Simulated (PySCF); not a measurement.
Molecule: SMILES O=Cc1ccncc1, C6H5NO.

Bonds (- single, = double, # triple, : aromatic): O1=C2, C2-C3, C3:C4, C4:C5, C5:N6, N6:C7, C7:C8, C8:C3. C2 carries H9; C4 carries H10; C5 carries H11; C7 carries H12; C8 carries H13.

Frames of a GFN2-xTB Langevin trajectory at 400 K; GIAO PBE0/pcSseg-1 shieldings in PySCF, gas phase, non-relativistic; equivalent atoms averaged within each frame.

δ = σ(ref) − σ, references computed at the same level: H2O for ¹⁷O (σ = 336.08 ppm); ¹³C (σ = 186.93 ppm) and ¹H (σ = 31.72 ppm) vs TMS; NH3 for ¹⁵N (σ = 267.73 ppm). The references are static minima.

Question: How do the shifts (ppm) fluctuate along the trajectory?

Answer: 
| time (fs) | O1 | C2 | C5/C7 | C3 | C4/C8 | N6 | H9 | H11/H12 | H10/H13 |
| --- | --- | --- | --- | --- | --- | --- | --- | --- | --- |
| optimised geometry | 691.4 | 197.4 | 157.4 | 145.6 | 128.0 | 383.4 | 10.30 | 9.34 | 7.85 |
| 250 | 639.4 | 188.6 | 158.9 | 150.9 | 127.1 | 373.9 | 10.19 | 9.09 | 7.97 |
| 425 | 630.9 | 185.0 | 169.3 | 146.1 | 131.4 | 392.5 | 10.71 | 9.58 | 8.34 |
| 625 | 716.8 | 203.3 | 161.4 | 150.8 | 130.9 | 367.7 | 10.66 | 9.32 | 8.69 |
| 800 | 746.8 | 204.5 | 167.2 | 145.5 | 132.6 | 411.0 | 10.52 | 9.81 | 8.32 |
| 1000 | 679.4 | 197.2 | 159.0 | 145.2 | 122.8 | 380.0 | 10.47 | 9.24 | 7.65 |
| mean of frames | 682.7 | 195.7 | 163.1 | 147.7 | 129.0 | 385.0 | 10.51 | 9.41 | 8.19 |
| standard deviation | 49.6 | 8.7 | 4.8 | 2.9 | 4.0 | 17.2 | 0.20 | 0.29 | 0.40 |

5 frames give an uncertainty of the mean of about the standard deviation over 2.2 at best, since frames this close in time may not be independent; classical motion lacks zero-point vibration, and the reference would need the same averaging.
